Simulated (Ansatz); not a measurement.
MgI₂, relaxed as a triplet with UKS r2SCAN-D4/def2-TZVP in Ansatz, starting from the r2SCAN-D4/def2-TZVP geometry of the neutral singlet. Force threshold 0.02 eV/Å.

In the def2 sets I takes a core potential; there is no spin–orbit coupling. In the triplet, I2 and I3 lie 3.29 Å apart (atoms count from 1), so these atoms are partly bonded to each other. The relaxation made no stability test and no search for a lower SCF solution. At r2SCAN-D4/def2-TZVP a singlet of charge 0 lies 2.56 eV below the triplet, each at its own geometry. The structure comes from a short search, and lower isomers may exist.

Start:

```xyz
3

Mg    0.001   -0.001   -0.003
I    -0.223   -2.449    0.594
I     0.222    2.450   -0.591
```

```
step  energy (eV)  largest force component (eV/Å)  SCF passes
   1  -21651.8809                           1.764          30
   2  -21652.4204                           0.665          26
   3  -21652.5447                           0.250          21
   4  -21652.5700                           0.065          24
   5  -21652.5744                           0.036          24
   6  -21652.5922                           0.158          23
   7  -21652.6341                           0.228          23
   8  -21652.7172                           0.243          21
   9  -21652.8013                           0.274          22
  10  -21652.8906                           0.160          22
  11  -21653.1102                           0.296          72
  12  -21653.2659                           0.356          26
  13  -21653.4491                           0.401          26
  14  -21653.6002                           0.209          24
  15  -21653.6091                           0.198          22
  16  -21653.6169                           0.075          21
  17  -21653.6189                           0.007          23
```

Force components are those of the run's own axes.

End:

Cartesian coordinates in Å:
```
Mg 0.266 -0.369 -1.428
I -0.278 -1.410 1.099
I 0.012 1.779 0.328
```

Bonds formed: I2–I3 (atoms count from 1).

No frequencies were taken in this run, so the end may be a saddle point.

It took 45 s on 4 threads of Arm Neoverse V1 on a shared host.
